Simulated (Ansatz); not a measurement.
Basis-set extrapolation for C2HClF4, SMILES `FC(Cl)C(F)(F)F` (PBE0-D4/def2-TZVP geometry, frozen core, Ansatz). Multiplicity 1, RHF reference.

```tsv
	def2-TZVPP	def2-QZVPP
HF	-933.793375	-933.826347
MP2 correlation	-1.495973	-1.633982
CCSD(T) correlation	-1.571449	not run
```

Energies in hartree. Use E(X) = E(∞) + A·exp(−7.88·√X) for Hartree–Fock and E(X) = E(∞) + B·X^(−2.97) for correlation, with X = 3 and 4, and add CCSD(T) minus MP2 of the smaller set to the MP2 limit.

Problem. What is the CCSD(T) energy at the basis-set limit?

Solution. HF limit: -933.826347 + (-0.032972) × 0.13774 = -933.83089. MP2 limit: -1.633982 + (-0.138009) × 0.74074 = -1.73621. Higher-order term: -1.571449 − (-1.495973) = -0.07548. Total: -935.64258 hartree, 7.56 eV below CCSD(T)/def2-TZVPP.
